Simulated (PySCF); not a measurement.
# Two-component Hartree-Fock for O³⁺ (oxygen, charge +3)

Start: [He] 2s2 2p1; 2p3/2 filled at m_j = +3/2. Calculated with PySCF 2.14 in x2c-SVPall-2c with one added diffuse shell of s type (4s2p1d, 15 functions): generalised Hartree-Fock with the X2C-1e Hamiltonian and a Gaussian nucleus; one run each with spin-orbit coupling (SO) switched off, then screened by Boettger's factors. This is a chosen level, not necessarily the ground level.

| spinor shell | electrons | ε, spin-free (eV) | ε, screened SO (eV) | weight of nominal j (screened SO) | rms radius, screened SO (bohr) |
| --- | --- | --- | --- | --- | --- |
| 1s1/2 | 2 | -636.65 | -636.65 | 1.000 | 0.230 |
| 2s1/2 | 2 | -87.673 | -87.674 | 1.000 | 1.08 |
| 2p3/2 | 1 | -78.015 | -77.998 | 1.000 | 1.01 |

```json
{"quantity": "E (hartree)", "spin-free": "-71.03663", "screened SO": "-71.03603"}
{"quantity": "M_J", "spin-free": "3/2", "screened SO": "3/2"}
{"quantity": "⟨J²⟩", "spin-free": "3.753", "screened SO": "3.753"}
{"quantity": "⟨L²⟩", "spin-free": "2.002", "screened SO": "2.002"}
{"quantity": "⟨S²⟩", "spin-free": "0.751", "screened SO": "0.751"}
```

Each row is a mean over spinors that exchange with the open shell spreads, by up to 5.398 eV (2s1/2).

Without spin-orbit coupling the j labels of p, d and f shells carry no meaning; the spin-free column gives the mean over the occupied spinors of each nl shell.
